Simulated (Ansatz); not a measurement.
CHO₂, charge +1, singlet, geometry from GFN2-xTB. Base run: HF/def2-SVP in Ansatz (a program for electronic structure).

Input for Ansatz:
Ansatz 0.2 input:
```yaml
crystal:
  periodic: [false, false, false]
  atoms:
    - {symbol: C, position_ang: [-0.00695796, 0.00985104, -0.11037218]}
    - {symbol: O, position_ang: [-0.02341240, -0.02147629, 1.07634088]}
    - {symbol: O, position_ang: [0.09771270, -0.03387449, -1.21876599]}
    - {symbol: H, position_ang: [-0.55265466, 0.38369998, 1.80163397]}
basis:
  gaussian:
    orbitals: def2-SVP
hamiltonian:
  xc: hf
total_charge: 1
```

Each row names what was changed in the base input (with any setting that the change needs).

```json
[
 {"change": "base", "ΔE vs base (mEh)": "0.000"},
 {"change": "forces = on", "ΔE vs base (mEh)": "0.000"},
 {"change": "lower_state_search = off", "ΔE vs base (mEh)": "0.000"},
 {"change": "point_charge = charge:-1.0 position_ang:3.5711, -2.4392, -0.7913", "ΔE vs base (mEh)": "-109.1"},
 {"change": "point_charge = charge:1.0 position_ang:-2.2395, -4.0271, 0.3895", "ΔE vs base (mEh)": "110.6"},
 {"change": "nuclear_model = gaussian", "ΔE vs base (mEh)": "0.027"},
 {"change": "fitting.mean_field = cc-pVTZ-JKFIT", "ΔE vs base (mEh)": "0.139"},
 {"change": "fitting.mean_field = def2-universal-JKFIT", "ΔE vs base (mEh)": "0.221"},
 {"change": "accuracy = high", "ΔE vs base (mEh)": "-0.001"},
 {"change": "point_charge = charge:0.5 position_ang:1.4701, 4.1283, -1.1962", "ΔE vs base (mEh)": "55.578"},
 {"change": "lower_state_search = full", "ΔE vs base (mEh)": "0.000"}
]
```
